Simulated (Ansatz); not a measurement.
Start from `[SiH3][B]1[O][GeH2]1` and change one atom or group to get `[BH]1[O][GeH2]1`.

Ansatz, PBE0-D4/def2-TZVP geometries, multiplicity 1. 

Scalar relativity is left out up to krypton.

```tsv
property	`[SiH3][B]1[O][GeH2]1`
HOMO energy (ωB97M-V/def2-TZVPP) / eV	-8.71
size of the dipole moment (B3LYP/def2-TZVPP) / D	1.41
size of the dipole moment (ωB97M-V/def2-TZVPP) / D	1.42
LUMO energy (B3LYP/def2-TZVPP) / eV	-1.57
LUMO energy (ωB97M-V/def2-TZVPP) / eV	0.50
HOMO–LUMO gap (PBE/def2-TZVPP) / eV	3.49
```

(1) Give the same properties after the change, and the shifts. (Estimate.)

## Answers

(1) The calculation gave: 
| property | `[BH]1[O][GeH2]1` | shift |
| --- | --- | --- |
| HOMO energy (ωB97M-V/def2-TZVPP) / eV | -9.10 | -0.39 |
| size of the dipole moment (B3LYP/def2-TZVPP) / D | 1.56 | 0.15 |
| size of the dipole moment (ωB97M-V/def2-TZVPP) / D | 1.60 | 0.18 |
| LUMO energy (B3LYP/def2-TZVPP) / eV | -1.49 | 0.08 |
| LUMO energy (ωB97M-V/def2-TZVPP) / eV | 0.64 | 0.14 |
| HOMO–LUMO gap (PBE/def2-TZVPP) / eV | 3.92 | 0.43 |

With PBE0 the HOMO falls by 0.31 eV and the LUMO rises by 0.11 eV, so the gap widens by about 0.42 eV. PBE moves the HOMO by -0.23 eV and ωB97M-V by -0.39 eV. Dipoles are sizes alone; their direction can turn.

B3LYP here is the variant with VWN-RPA as its local correlation; programs differ in this.
